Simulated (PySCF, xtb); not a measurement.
C₂H₅BF₂O, SMILES C(B(F)CO)F. One conformer was computed; it need not be the lowest.

Harmonic wavenumbers (cm⁻¹) from GFN2-xTB (xtb 6.7.1) at its own minimum, in rising order: 81, 94, 119, 192, 230, 303, 401, 503, 634, 706, 830, 1016, 1055, 1121, 1155, 1180, 1231, 1246, 1310, 1332, 1412, 1439, 2816, 2913, 2932, 2939, 3551.

Task: What does PBE-D3(BJ)/def2-SVP (PySCF 2.14.0) give at its own minimum? (Estimate from the structure and the level; the computed values follow.)

Result: 92, 101, 127, 184, 228, 315, 412, 517, 587, 706, 889, 1036, 1063, 1108, 1167, 1196, 1224, 1291, 1338, 1358, 1379, 1396, 2828, 2924, 2966, 2967, 3704. Paired by order, the mean absolute difference is 25 cm⁻¹ and the zero-point energies are 46.8 and 47.3 kcal/mol.
